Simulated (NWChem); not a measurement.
System: SiNH4OBr; SMILES O[SiH](N)Br

NWChem input:

```
start job
memory heap 200 mb stack 900 mb global 1100 mb
geometry units angstroms noautosym nocenter noautoz
  Si    -0.044854    -1.026930    -0.390548
  N      1.314945    -1.742614     0.334939
  O     -1.382053    -1.550152     0.427089
  Br    -0.133129     1.229316    -0.289988
  H     -0.020936    -1.345873    -1.837831
  H      2.189795    -1.823437    -0.168915
  H      1.447801    -1.726187     1.339681
  H     -2.094662    -0.908710     0.508565
end
basis spherical
  * library def2-svp
end
dft
  xc pbe0
  iterations 150
end
cosmo
  do_cosmo_smd true
  solvent water
end
task dft energy
```

Geometry: optimised at PBE0/def2-SVP. Solvent: water.

Level: PBE0/def2-SVP with SMD (1 M gas to 1 M solution), gas-phase geometry. Reactions with the solvent are ignored.

### Question
What results follow from this input? (PBE0/def2-SVP, SMD on the gas-phase geometry.) Quantities: solvation free energy (kcal/mol); cavity-dispersion-structure term (kcal/mol); dipole in solution (D).

### Answer
```json
{
 "solvation free energy (kcal/mol)": "-5.9",
 "cavity-dispersion-structure term (kcal/mol)": "2.1",
 "dipole in solution (D)": "1.42"
}
```
